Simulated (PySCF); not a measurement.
Diatomics of O with group 15

r²SCAN with triple-zeta basis sets in PySCF, for the lowest determinant that a PBE0 search found; no spin–orbit coupling. De refers to high-spin ground-configuration atoms. A positive dipole means M(−)O(+).

```
 M       basis  state (unpaired electrons)  Re (Å)  ωe (cm⁻¹)  De (eV)  μ (D)
 N  def2-TZVPP               doublet (π ↑)   1.148       1959     6.60   0.16
 P  def2-TZVPP               doublet (π ↑)   1.482       1252     6.14  -1.93
As  def2-TZVPP               doublet (π ↑)   1.624       1005     4.99  -2.47
Sb  def2-TZVPP               doublet (π ↑)   1.817        858     4.16  -3.33
```

**Question.** By what factor does the bond length vary along the series?

**Answer.** At r²SCAN it runs from 1.148 Å (NO) to 1.817 Å (SbO), a factor of 1.58.

Relativity is treated differently too: N no relativity; P no relativity; As no relativity; Sb scalar-relativistic core potentials.

Down a group bonds as a rule get longer and wavenumbers fall, partly through the reduced mass; this series shows no clear exception.

Spin–orbit coupling is left out, which matters for elements this heavy, above all for dissociation energies. States were picked by a PBE0 search and need not be the measured ground states.
